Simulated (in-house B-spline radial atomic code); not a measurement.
The numbers below are computed, except where a source is named.
**Softness against transferability: the 4p channel of Ge**

Ge, [Ar] 3d10 4s2 4p2, non-relativistic PBE, spherical and spin-unpolarised, from a B-spline radial code for spherical atoms (atomic units). The all-electron 4p level is ε = -0.144496 hartree, its outermost node lies just inside 0.84 bohr and its outer maximum at 2.21 bohr.

Troullier-Martins pseudo-orbitals are made for several radii. The cutoffs (hartree) are the plane-wave energies beyond which the orbital holds less than the named kinetic energy per electron. The phase error is the difference, pseudo minus all-electron, of arctan(R P'/P) at R = 3.39 bohr for all radii, half a hartree below and above the level.

| r_c (bohr) | V_l(0) (hartree) | cutoff for 10 mEh | for 1 mEh | for 0.1 mEh | phase error at ε − 0.5 (mrad) | at ε + 0.5 (mrad) |
| --- | --- | --- | --- | --- | --- | --- |
| 1.65 | -1.87 | 1.92 | 7.07 | 20.2 | -0.2 | -2.7 |
| 1.92 | 0.03 | 1.92 | 7.07 | 10.4 | -0.1 | -2.1 |
| 2.21 | -0.33 | 1.92 | 6.34 | 9.5 | -0.2 | -2.7 |
| 2.49 | -0.74 | 1.84 | 3.28 | 7.84 | -0.3 | -4.4 |
| 2.78 | -1.00 | 1.84 | 2.78 | 6.2 | -0.5 | -7.3 |
| 3.09 | -1.13 | 1.92 | 2.78 | 3.59 | -0.8 | -10.6 |

Question: Which radius needs the lowest cutoff for 0.1 mEh while both phase errors stay within 4.5 mrad?

Answer: The radii within that limit are 1.65, 1.92, 2.21, 2.49 bohr; of these r_c = 2.49 needs the least, 7.84 hartree, that is 15.7 Ry or 213 eV.

Question: What does the larger radius buy, and what does it cost?

Answer: From r_c = 1.65 to 3.09 bohr the cutoff for 1 mEh goes from 7.07 to 2.78 hartree, a factor of 2.54, against 3.51 for a pure 1/r_c² scaling, end to end; step by step it is 7.07, 7.07, 6.34, 3.28, 2.78, 2.78, and for 0.1 mEh 20.2, 10.4, 9.5, 7.84, 6.2, 3.59; the number of plane waves goes as the cutoff to the power 3/2, here a factor of 4.1. The larger of the two phase errors is least at r_c = 1.92 bohr, 2.1 mrad; it is 2.7 at the smallest radius and 10.6 at the largest. These errors test the reference atom alone. Large radii also let the cores of neighbours overlap, which an atom doesn't show.
